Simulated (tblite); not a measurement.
Species: C5H9FO2Si.
SMILES with atom numbers: `[F:1][C@H:2]1[CH:3]=[C:4]([O:5][SiH3:6])[CH2:7][O:8][CH2:9]1` (hydrogens: H10 on C2; H11 on C3; H12, H13, H14 on Si6; H15, H16 on C7; H17, H18 on C9)

Computed with GFN2-xTB (tblite), gas phase: L-BFGS steps from a force-field or distance-geometry start until the largest atomic force falls under 0.01 eV/Å.

Step 4: E = -814.4605 eV
```
atom  x, y, z in Å  |  force x, y, z in eV/Å
F1     -2.9928    1.1722    0.2488    0.164  -0.039  -0.091
C2     -1.9777    0.7004   -0.5806   -0.246   0.189  -0.007
C3     -0.6545    1.2076   -0.0990   -0.074   0.028   0.005
C4      0.4043    0.4115    0.0031   -0.094  -0.084   0.000
O5      1.5855    0.8652    0.4612   -0.036   0.147  -0.004
Si6     2.8746    0.0888    1.0800    0.057  -0.289  -0.034
C7      0.2993   -1.0365   -0.3998    0.039  -0.197  -0.066
O8     -0.8437   -1.3237   -1.1691   -0.003  -0.103  -0.126
C9     -2.0254   -0.8299   -0.5952    0.007   0.171   0.029
H10    -2.2087    1.1101   -1.5788    0.016  -0.043   0.093
H11    -0.6044    2.2503    0.1589    0.010   0.089   0.075
H12     3.8410    1.0534    1.5577   -0.164   0.325  -0.080
H13     3.4482   -0.7398    0.0323    0.156  -0.153  -0.137
H14     2.4040   -0.7536    2.1641   -0.040  -0.180   0.226
H15     1.1524   -1.3224   -1.0207    0.006   0.071  -0.030
H16     0.3128   -1.6811    0.4951    0.030   0.100   0.129
H17    -2.1558   -1.2041    0.4290    0.041   0.048   0.079
H18    -2.8680   -1.1754   -1.1987    0.133  -0.079  -0.060
```

Step 5: E = -814.4761 eV
```
atom  x, y, z in Å  |  force x, y, z in eV/Å
F1     -2.9892    1.1727    0.2453   -0.022   0.048   0.061
C2     -1.9823    0.7051   -0.5803    0.033   0.027   0.022
C3     -0.6546    1.2085   -0.0979   -0.060   0.032  -0.002
C4      0.4014    0.4072    0.0031   -0.060   0.051   0.014
O5      1.5870    0.8484    0.4622   -0.099   0.225  -0.016
Si6     2.8773    0.0751    1.0798    0.019  -0.142  -0.008
C7      0.2990   -1.0365   -0.4008   -0.053  -0.173  -0.047
O8     -0.8417   -1.3217   -1.1711   -0.089  -0.080  -0.028
C9     -2.0235   -0.8253   -0.5929    0.023   0.047  -0.055
H10    -2.2108    1.1087   -1.5748   -0.008   0.034  -0.073
H11    -0.6047    2.2518    0.1620    0.025   0.046   0.073
H12     3.8229    1.0656    1.5488   -0.151   0.279  -0.076
H13     3.4518   -0.7418    0.0297    0.199  -0.218  -0.179
H14     2.4031   -0.7557    2.1679   -0.029  -0.226   0.258
H15     1.1481   -1.3188   -1.0203    0.134   0.024  -0.099
H16     0.3164   -1.6717    0.4989    0.005   0.018   0.135
H17    -2.1520   -1.1981    0.4337    0.038   0.050   0.011
H18    -2.8569   -1.1804   -1.2049    0.095  -0.043   0.008
```

Step 6: E = -814.4903 eV
```
atom  x, y, z in Å  |  force x, y, z in eV/Å
F1     -2.9867    1.1744    0.2434   -0.158   0.106   0.168
C2     -1.9855    0.7097   -0.5798    0.209  -0.089   0.006
C3     -0.6556    1.2098   -0.0968   -0.051   0.072   0.000
C4      0.3970    0.4040    0.0030    0.065   0.106   0.029
O5      1.5876    0.8365    0.4632   -0.139   0.196  -0.017
Si6     2.8796    0.0600    1.0794   -0.034  -0.002   0.010
C7      0.2977   -1.0390   -0.4025   -0.069  -0.075  -0.016
O8     -0.8414   -1.3212   -1.1732   -0.105  -0.065   0.066
C9     -2.0213   -0.8205   -0.5916    0.028  -0.069  -0.088
H10    -2.2130    1.1080   -1.5726   -0.022   0.090  -0.174
H11    -0.6046    2.2539    0.1663    0.033  -0.010   0.063
H12     3.8027    1.0821    1.5388   -0.173   0.177  -0.089
H13     3.4589   -0.7479    0.0239    0.190  -0.218  -0.141
H14     2.4018   -0.7620    2.1762    0.012  -0.207   0.201
H15     1.1467   -1.3150   -1.0218    0.177  -0.012  -0.113
H16     0.3198   -1.6627    0.5050   -0.020  -0.048   0.091
H17    -2.1476   -1.1914    0.4379    0.032   0.053  -0.056
H18    -2.8448   -1.1860   -1.2106    0.026  -0.005   0.059
```

Task: Estimate the geometry and energy of step 7. (The exact step hangs on the optimiser's Hessian estimate; all steps are aligned on step 6, rigid shifts and turns removed.)

Result: E = -814.5034 eV, largest force 0.258 eV/Å
```
atom  x, y, z in Å  |  force x, y, z in eV/Å
F1     -2.9865    1.1777    0.2442   -0.171   0.097   0.167
C2     -1.9863    0.7136   -0.5798    0.216  -0.111  -0.015
C3     -0.6569    1.2124   -0.0954   -0.003   0.056   0.002
C4      0.3931    0.4021    0.0032    0.122   0.117   0.015
O5      1.5865    0.8279    0.4643   -0.099   0.117   0.014
Si6     2.8809    0.0446    1.0789   -0.086   0.096   0.004
C7      0.2959   -1.0424   -0.4046   -0.013   0.039   0.023
O8     -0.8425   -1.3224   -1.1745   -0.046  -0.064   0.129
C9     -2.0187   -0.8167   -0.5911    0.021  -0.123  -0.084
H10    -2.2155    1.1089   -1.5729   -0.019   0.110  -0.180
H11    -0.6039    2.2561    0.1719    0.032  -0.040   0.054
H12     3.7785    1.1021    1.5268   -0.202   0.048  -0.106
H13     3.4696   -0.7580    0.0157    0.126  -0.152  -0.023
H14     2.4009   -0.7721    2.1881    0.075  -0.137   0.075
H15     1.1480   -1.3113   -1.0250    0.136  -0.032  -0.071
H16     0.3229   -1.6545    0.5127   -0.039  -0.087   0.001
H17    -2.1426   -1.1835    0.4410    0.017   0.040  -0.090
H18    -2.8322   -1.1917   -1.2153   -0.067   0.026   0.088
```

The energy changes by -0.0131 eV. The first-order estimate −F·Δx gives -0.0189 eV and the mean of the old and new forces, exact on a quadratic surface, -0.0130 eV. The step makes an angle of 62° with the force vector and moves no atom by more than 0.034 Å.

The cost below is that of the whole relaxation. Time: 0.39 s of wall time. Hardware: one thread of an Arm Neoverse V2 (shared host).
